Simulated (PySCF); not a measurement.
## Polarisability and C₆ of Al⁻ (aluminium, charge -1)

[Ne] 3s2 3p2, high-spin 3P determinant. All numbers are calculated (PySCF 2.14, scalar relativity by spin-free X2C-1e, in aug-cc-pCVTZ-DK with one added diffuse shell each of s, p, d, f type (9s8p6d4f, 91 functions)). Coupled (time-dependent) response in atomic units; α is the mean over directions.

```
method  mean α (bohr³)         α xx, yy, zz  C₆ (like pair)   S(−4)
   UHF           528.7  256.3, 664.9, 664.9           10170  367100
```

S(−4) is the Cauchy moment in α(ω) = α(0) + S(−4) ω² + …

α(iu) at UHF:

| u (hartree) | α(iu) (bohr³) |
| --- | --- |
| 0 | 528.7 |
| 0.0500 | 246.1 |
| 0.100 | 125.7 |
| 0.200 | 54.24 |
| 0.300 | 30.33 |
| 0.500 | 13.25 |
| 0.750 | 6.503 |
| 1.00 | 3.878 |
| 1.50 | 1.886 |
| 2.00 | 1.152 |
| 3.00 | 0.5968 |
| 5.00 | 0.2737 |

A single London oscillator, α(iu) = α/(1 + u²/ω²), gives C₆ = (3/4) ω α². Matching the computed C₆ needs ω = 4 × 10170 / (3 × 528.7²) = 0.0485 hartree.

For an ion, C₆ is the dispersion term alone; charge-induced terms of lower order in 1/R come first.

The components differ because the open shell of this determinant is not spherical; for a pure term their mean is the scalar polarisability.
